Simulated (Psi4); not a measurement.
C2H5 (SMILES [CH2]C), doublet, geometry from GFN2-xTB, atoms displaced at random by about 0.03 Å a coordinate; PBE/def2-SVP, gradient (Psi4).

Here is a job for Psi4.
```
memory 2 GB

molecule {
0 2
  C     0.00364820   -0.63105052   -0.06033118
  C     0.03959057    0.81386974    0.04362419
  H     0.93956354   -1.07144253   -0.03234355
  H    -0.47724149   -1.04811005    0.85395268
  H    -0.55043937   -1.09307618   -0.88485185
  H     0.14565498    1.27264040    0.94206659
  H     0.11867922    1.34178100   -0.86524973
symmetry c1
no_reorient
no_com
}

set basis def2-svp
set reference uks

gradient('pbe')
print_variables()
```

The log (banner, timings and long lists left out):

```
gradient() will perform analytic gradient computation.

   => Loading Basis Set <=

    Name: DEF2-SVP
    Role: ORBITAL
    Keyword: BASIS

         ---------------------------------------------------------
                                   SCF
               by Justin Turney, Rob Parrish, Andy Simmonett
                          and Daniel G. A. Smith
                              UKS Reference
         ---------------------------------------------------------

  ==> Geometry <==

    Molecular point group: c1
    Full point group: C1

    Geometry (in Angstrom), charge = 0, multiplicity = 2:

       Center              X                  Y                   Z               Mass
    ------------   -----------------  -----------------  -----------------  -----------------
         C            0.003648200000    -0.631050520000    -0.060331180000    12.000000000000
         C            0.039590570000     0.813869740000     0.043624190000    12.000000000000
         H            0.939563540000    -1.071442530000    -0.032343550000     1.007825032230
         H           -0.477241490000    -1.048110050000     0.853952680000     1.007825032230
         H           -0.550439370000    -1.093076180000    -0.884851850000     1.007825032230
         H            0.145654980000     1.272640400000     0.942066590000     1.007825032230
         H            0.118679220000     1.341781000000    -0.865249730000     1.007825032230

  Running in c1 symmetry.

  Rotational constants: A =      3.64905  B =      0.79577  C =      0.73550 [cm^-1]
  Rotational constants: A = 109395.80395  B =  23856.44843  C =  22049.59217 [MHz]
  Nuclear repulsion =   37.938019564192949

  Charge       = 0
  Multiplicity = 2
  Electrons    = 17
  Nalpha       = 9
  Nbeta        = 8

  ==> Algorithm <==

  SCF Algorithm Type is DF.
  DIIS enabled.
  MOM disabled.
  Fractional occupation disabled.
  Guess Type is SAD.
  Energy threshold   = 1.00e-08
  Density threshold  = 1.00e-08
  Integral threshold = 1.00e-12

  ==> Primary Basis <==

  Basis Set: DEF2-SVP
    Blend: DEF2-SVP
    Number of shells: 27
    Number of basis functions: 53
    Number of Cartesian functions: 55
    Spherical Harmonics?: true
    Max angular momentum: 2

  ==> DFT Potential <==

   => LibXC <=

    Version 7.1.2
    S. Lehtola, C. Steigemann, M. J. T. Oliveira, and M. A. L. Marques,  SoftwareX 7, 1–5 (2018) (10.1016/j.softx.2017.11.002)

   => Composite Functional: PBE <=

    PBE GGA Exchange-Correlation Functional

    J.P. Perdew et. al., Phys. Rev. Lett., 77(18), 3865-3868, 1996

    Deriv               =              1
    GGA                 =           TRUE
    Meta                =          FALSE

    Exchange Hybrid     =          FALSE
    MP2 Hybrid          =          FALSE

   => Exchange Functionals <=

    1.0000     XC_GGA_X_PBE

   => Correlation Functionals <=

    1.0000     XC_GGA_C_PBE

   => LibXC Density Thresholds  <==

    XC_GGA_C_PBE:  1.00E-12
    XC_GGA_X_PBE:  1.00E-15

   => Molecular Quadrature <=

    Radial Scheme          =       TREUTLER
    Pruning Scheme         =           NONE
    Nuclear Scheme         =       TREUTLER

    Blocking Scheme        =         OCTREE
    BS radius alpha        =              1
    Pruning alpha          =              1
    Radial Points          =             75
    Spherical Points       =            302
    Total Points           =         151628
    Total Blocks           =           1202
    Max Points             =            256
    Max Functions          =             53
    Weights Tolerance      =       1.00E-15

   => Loading Basis Set <=

    Name: (DEF2-SVP AUX)
    Role: JKFIT
    Keyword: DF_BASIS_SCF

  ==> Integral Setup <==

  SCF_SUBTYPE=INCORE selected. In-core MEM_DF algorithm will be used.
  Using in-core AOs.

  ==> MemDFJK: Density-Fitted J/K Matrices <==

    J tasked:                   Yes
    K tasked:                    No
    wK tasked:                   No
    Algorithm:                 Core
    Schwarz Cutoff:           1E-12
    Mask sparsity (%):       0.0000
    Fitting Condition:        1E-10

   => Auxiliary Basis Set <=

  Basis Set: (DEF2-SVP AUX)
    Blend: DEF2-UNIVERSAL-JKFIT
    Number of shells: 80
    Number of basis functions: 240
    Number of Cartesian functions: 278
    Spherical Harmonics?: true
    Max angular momentum: 4

  Minimum eigenvalue in the overlap matrix is 4.6391217977E-03.
  Reciprocal condition number of the overlap matrix is 8.3061093855E-04.
    Using symmetric orthogonalization.

  ==> Pre-Iterations <==

  SCF Guess: Superposition of Atomic Densities via on-the-fly atomic UHF (no occupation information).

   -------------------------
    Irrep   Nso     Nmo
   -------------------------
     A         53      53
   -------------------------
    Total      53      53
   -------------------------

  ==> Iterations <==

                           Total Energy        Delta E     RMS |[F,P]|

   @DF-UKS iter SAD:   -78.55568801257962   -7.85557e+01   0.00000e+00
   @DF-UKS iter   1:   -78.63099867462461   -7.53107e-02   1.42815e-02 DIIS/ADIIS
   @DF-UKS iter   2:   -78.32158509889317    3.09414e-01   1.93119e-02 DIIS/ADIIS
   @DF-UKS iter   3:   -78.95973209660298   -6.38147e-01   5.77083e-04 DIIS/ADIIS
   @DF-UKS iter   4:   -78.96014010241115   -4.08006e-04   2.37529e-04 DIIS/ADIIS
   @DF-UKS iter   5:   -78.96020676265979   -6.66602e-05   1.04831e-04 DIIS/ADIIS
   @DF-UKS iter   6:   -78.96022197180028   -1.52091e-05   2.82094e-05 DIIS
   @DF-UKS iter   7:   -78.96022326158264   -1.28978e-06   3.27685e-06 DIIS
   @DF-UKS iter   8:   -78.96022329115148   -2.95688e-08   1.40291e-06 DIIS
   @DF-UKS iter   9:   -78.96022329504308   -3.89160e-09   2.15863e-07 DIIS
   @DF-UKS iter  10:   -78.96022329513886   -9.57812e-11   5.04207e-08 DIIS
   @DF-UKS iter  11:   -78.96022329514527   -6.40910e-12   1.09598e-08 DIIS
   @DF-UKS iter  12:   -78.96022329514579   -5.25802e-13   1.79280e-09 DIIS
[...]
    SOCC [     1 ]
    NA   [     9 ]
    NB   [     8 ]

  @DF-UKS Final Energy:   -78.96022329514579

   => Energetics <=

    Nuclear Repulsion Energy =             37.9380195641929490
    One-Electron Energy =                -179.8122425429851319
    Two-Electron Energy =                  75.5189280849848217
    DFT Exchange-Correlation Energy =     -12.6049284013384479
    Empirical Dispersion Energy =           0.0000000000000000
    VV10 Nonlocal Energy =                  0.0000000000000000
    Total Energy =                        -78.9602232951457950

  UHF NO Occupations:
  HONO-2 :    7  A 1.9997998
  HONO-1 :    8  A 1.9990396
  HONO-0 :    9  A 1.0000000
  LUNO+0 :   10  A 0.0009604
  LUNO+1 :   11  A 0.0002002
  LUNO+2 :   12  A 0.0001668
  LUNO+3 :   13  A 0.0001448

Computation Completed

Properties will be evaluated at   0.000000,   0.000000,   0.000000 [a0]

Properties computed using the SCF density matrix

 Multipole Moments:

 ------------------------------------------------------------------------------------
     Multipole            Electronic (a.u.)      Nuclear  (a.u.)        Total (a.u.)
 ------------------------------------------------------------------------------------

 L = 1.  Multiply by 2.5417464519 to convert [e a0] to [Debye]
 Dipole X            :         -0.7560933            0.8232582            0.0671649
 Dipole Y            :         -1.0747777            0.9424215           -0.1323563
 Dipole Z            :          0.1782853           -0.1637784            0.0145069
 Magnitude           :                                                    0.1491300

 ------------------------------------------------------------------------------------

         ------------------------------------------------------------
                                   SCF GRAD
                          Rob Parrish, Justin Turney,
                       Andy Simmonett, and Alex Sokolov
         ------------------------------------------------------------

  ==> Geometry <==

    Molecular point group: c1
    Full point group: C1

    Geometry (in Angstrom), charge = 0, multiplicity = 2:

       Center              X                  Y                   Z               Mass
    ------------   -----------------  -----------------  -----------------  -----------------
         C            0.003648200000    -0.631050520000    -0.060331180000    12.000000000000
         C            0.039590570000     0.813869740000     0.043624190000    12.000000000000
         H            0.939563540000    -1.071442530000    -0.032343550000     1.007825032230
         H           -0.477241490000    -1.048110050000     0.853952680000     1.007825032230
         H           -0.550439370000    -1.093076180000    -0.884851850000     1.007825032230
         H            0.145654980000     1.272640400000     0.942066590000     1.007825032230
         H            0.118679220000     1.341781000000    -0.865249730000     1.007825032230

  Nuclear repulsion =   37.938019564192949

  ==> Basis Set <==

  Basis Set: DEF2-SVP
    Blend: DEF2-SVP
    Number of shells: 27
    Number of basis functions: 53
    Number of Cartesian functions: 55
    Spherical Harmonics?: true
    Max angular momentum: 2

  ==> DFJKGrad: Density-Fitted SCF Gradients <==

    Gradient:                    1
    J tasked:                  Yes
    K tasked:                   No
    wK tasked:                  No
    Integrals threads:           1
    Schwarz Cutoff:          1E-12
    Fitting Condition:       1E-10

   => Auxiliary Basis Set <=

  Basis Set: (DEF2-SVP AUX)
    Blend: DEF2-UNIVERSAL-JKFIT
    Number of shells: 80
    Number of basis functions: 240
    Number of Cartesian functions: 278
    Spherical Harmonics?: true
    Max angular momentum: 4

  ==> DFT Potential <==

   => LibXC <=

    Version 7.1.2
    S. Lehtola, C. Steigemann, M. J. T. Oliveira, and M. A. L. Marques,  SoftwareX 7, 1–5 (2018) (10.1016/j.softx.2017.11.002)

   => Composite Functional: PBE <=

    PBE GGA Exchange-Correlation Functional

    J.P. Perdew et. al., Phys. Rev. Lett., 77(18), 3865-3868, 1996

    Deriv               =              1
    GGA                 =           TRUE
    Meta                =          FALSE

    Exchange Hybrid     =          FALSE
    MP2 Hybrid          =          FALSE

   => Exchange Functionals <=

    1.0000     XC_GGA_X_PBE

   => Correlation Functionals <=

    1.0000     XC_GGA_C_PBE

   => LibXC Density Thresholds  <==

    XC_GGA_C_PBE:  1.00E-12
    XC_GGA_X_PBE:  1.00E-15

   => Molecular Quadrature <=

    Radial Scheme          =       TREUTLER
    Pruning Scheme         =           NONE
    Nuclear Scheme         =       TREUTLER

    Blocking Scheme        =         OCTREE
    BS radius alpha        =              1
    Pruning alpha          =              1
    Radial Points          =             75
    Spherical Points       =            302
    Total Points           =         151628
    Total Blocks           =           1202
    Max Points             =            256
    Max Functions          =             53
    Weights Tolerance      =       1.00E-15

  -Total Gradient:
     Atom            X                  Y                   Z
    ------   -----------------  -----------------  -----------------
       1        0.054880314695     0.005186030321    -0.025905907617
       2        0.009518218050     0.031553142356     0.047499926001
       3       -0.058353920290     0.025438268903     0.002997177653
       4        0.001181987132     0.002231778434    -0.001100302003
       5        0.002956557543    -0.003755034283     0.012536539943
       6       -0.007702774093    -0.034715125143    -0.062178144034
       7       -0.002479908144    -0.025933921569     0.026151152890

  Variable Map:
  ----------------------------------------------------------------------------
[...]
  Array Variable Map:
  ----------------------------------------------------------------------------
[...]
[...]
```
